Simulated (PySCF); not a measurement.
Relaxation of triplet Pb₂Cl⁺

These are results of UB3LYP in PySCF with Cl def2-SVP, Pb def2-SVP with ECP60; scalar-relativistic core potentials, no spin–orbit coupling; density-fitted integrals, not measurements. A (50,194) grid was used.

A hand-made linear start, of D∞h symmetry, held to at least that symmetry:

Coordinates in bohr (charge 1 multiplicity 3):
```
Cl    0.0000    0.0000    0.0000
Pb    0.0000    0.0000    4.5002
Pb    0.0000    0.0000   -4.5002
```

What does it relax to?

It ends at D∞h with Cl–Pb 2.639 Å (×2); Pb–Cl–Pb 180.0°. A frequency run shows a minimum. Other isomers or separated fragments may lie lower.

How much energy is released, and in how many steps?

64.3 kJ/mol in 5 steps.

Spin–orbit coupling, left out here, can matter for elements this heavy.

The relaxation took about 90 core-seconds on a shared host.
